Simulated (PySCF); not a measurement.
Gas-phase reaction: Ga(OH)3 ⇌ GaOH + H2O2

Energies from PySCF, thermal terms from the rigid-rotor harmonic-oscillator model, ideal gas at 1 bar. S°(298 K) at PBE0/def2-TZVP differs from the NASA 1993 table for H2O2 (-8 J/mol/K); whether the harmonic model or the table's entry is off was not settled. † marks an energy on the PBE0/def2-TZVP geometry and frequencies; other levels use their own. MP2 freezes the core. 6-31G* has spherical d functions here. All species are closed-shell singlets. B3LYP is the form with VWN-RPA correlation. Ga: all electrons, no relativistic terms. No R ln 2 is added for the mirror-image form of H2O2. Ga(OH)3, GaOH: computed as isolated molecules; such fragments, hydroxides, amides, oligomers or adducts are transient or little studied in the gas. MP2 isn't extrapolated to the basis-set limit; its ΔH°(298 K) is 497.1 kJ in def2-SVP and 504.4 kJ in def2-TZVPP. The harmonic model lacks anharmonicity and excited electronic states, which grow with temperature; levels with a mode under 35 cm⁻¹ are left out. Internal rotation in H2O2 is treated as a harmonic vibration of one conformer, which makes the entropy rough.

```json
[
 {"level": "B3LYP/6-31G*", "ΔE electronic, kJ": "391", "ΔH°(298 K), kJ": "387", "ΔS°(298 K), J/K": "157", "ΔG°(800 K), kJ": "266"},
 {"level": "B3LYP/def2-TZVP†", "ΔE electronic, kJ": "417", "ΔH°(298 K), kJ": "413", "ΔS°(298 K), J/K": "158", "ΔG°(800 K), kJ": "291"},
 {"level": "BLYP/def2-TZVP†", "ΔE electronic, kJ": "390", "ΔH°(298 K), kJ": "386", "ΔS°(298 K), J/K": "158", "ΔG°(800 K), kJ": "264"},
 {"level": "HF/6-31G*", "ΔE electronic, kJ": "440", "ΔH°(298 K), kJ": "438", "ΔS°(298 K), J/K": "160", "ΔG°(800 K), kJ": "315"},
 {"level": "MP2/def2-TZVPP†", "ΔE electronic, kJ": "508", "ΔH°(298 K), kJ": "504", "ΔS°(298 K), J/K": "158", "ΔG°(800 K), kJ": "382"},
 {"level": "PBE0/def2-QZVP†", "ΔE electronic, kJ": "443", "ΔH°(298 K), kJ": "439", "ΔS°(298 K), J/K": "158", "ΔG°(800 K), kJ": "317"},
 {"level": "ωB97X-V/def2-TZVP†", "ΔE electronic, kJ": "456", "ΔH°(298 K), kJ": "452", "ΔS°(298 K), J/K": "158", "ΔG°(800 K), kJ": "330"}
]
```
ΔH° is lowest at BLYP/def2-TZVP† and highest at MP2/def2-TZVPP†. No reference value is set beside these.
